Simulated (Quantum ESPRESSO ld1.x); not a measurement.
The numbers below are computed, except where a source is named.
The rhenium ion Re2+, configuration [Xe] 4f14 5d4 6d1 (not the ground configuration). Code: ld1.x of Quantum ESPRESSO 7.5. Model: scalar-relativistic Kohn-Sham, LDA (Slater exchange, Perdew-Wang correlation), spin-polarised, spherical densities, point nucleus; open shells are filled with parallel spins first. Some entries of the table are withheld. Estimate them.

orbital  occ.  eigenvalue (eV)  r(max) (bohr)
1s down     1         -71631.6          0.011
1s up       1         -71631.6          0.011
2s up       1         -12440.4          0.065
2s down     1         -12440.2          0.065
2p up       3         -10863.1          0.053
2p down     3         -10863.0          0.053
3s up       1         -2897.84          0.182
3s down     1         -2897.74          0.182
3p up       3         -2432.87          0.181
3p down     3         -2432.77          0.181
3d up       5         -1905.05          0.147
3d down     5         -1904.89          0.147
4s up       1         -622.832          0.412
4s down     1         -622.608          0.412
4p up       3         -470.268          0.433
4p down     3         -470.042          0.433
4d up       5         -278.904          0.443
4d down     5         -278.628          0.443
5s up       1         -109.804          0.940
5s down     1         -107.930          0.933
5p up       3         -71.4811           1.06
5p down     3         -69.1327           1.05
4f up       7              (1)          0.416
4f down     7              (2)          0.416
5d up       4         -28.3455           1.38
5d down     0         -25.5199           1.37
6d up       1          -9.2259            (3)
6d down     0          -8.0830            (4)

Answer. 
(1) 4f up eigenvalue (eV): -66.3985
(2) 4f down eigenvalue (eV): -65.9086
(3) 6d up r(max) (bohr): 4.40
(4) 6d down r(max) (bohr): 4.62
